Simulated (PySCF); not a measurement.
Species: fluorobenzene, C6H5F.
Numbering: `[F:1][c:2]1[cH:3][cH:4][cH:5][cH:6][cH:7]1` (hydrogens: H8 on C3; H9 on C4; H10 on C5; H11 on C6; H12 on C7)

A GFN2-xTB structure was refined with PBE0/6-31+G* geometry optimisation, gas phase (PySCF). Its GFN2-xTB values:

```
coordinate  GFN2-xTB
     F1–C2   1.351 Å
     C2–C3   1.383 Å
     C3–C4   1.384 Å
     C3–H8   1.079 Å
     C4–C5   1.385 Å
     C4–H9   1.080 Å
    C5–H10   1.079 Å
  F1–C2–C3    118.9°
  C2–C3–C4    118.6°
  C3–C2–C7    122.1°
  C3–C4–C5    120.3°
  C4–C5–C6    120.2°
```

Q: How do these coordinates change at the PBE0/6-31+G* level?

A: 
| coordinate | PBE0/6-31+G* (Å or °) | change |
| --- | --- | --- |
| C3–C4 | 1.394 | +0.010 |
| C4–C5 | 1.395 | +0.010 |
| C3–H8 | 1.086 | +0.007 |
| C5–H10 | 1.086 | +0.007 |
| C4–H9 | 1.087 | +0.007 |
| C2–C3 | 1.387 | +0.004 |
| F1–C2 | 1.349 | -0.002 |
| C4–C5–C6 | 119.8 | -0.4 |
| C3–C2–C7 | 122.4 | +0.3 |
| C3–C4–C5 | 120.5 | +0.2 |
| F1–C2–C3 | 118.8 | -0.1 |
| C2–C3–C4 | 118.4 | -0.2 |

The energy falls by 1.6 kJ/mol over 4 energy and gradient evaluations, the largest force component goes from 0.0057 to 2.5e-04 Eh/bohr, and the atoms move by 0.012 Å rms after alignment. Among the bonds, C3–C4, C4–C5, C5–C6 and C6–C7 change most and about equally (+0.010 Å). Bonds longer at the end by more than 0.005 Å: 9 of 12; shorter: 0. Rotational constants go from 5736, 2587, 1783 to 5678, 2567, 1768 MHz.

The run used 136 basis functions and 25 SCF cycles in all. On one thread of an Arm Neoverse N1 (shared host), this took 29 s of wall time and 0.53 GiB of memory at its peak.

PBE0/6-31+G* frequencies: not computed here.
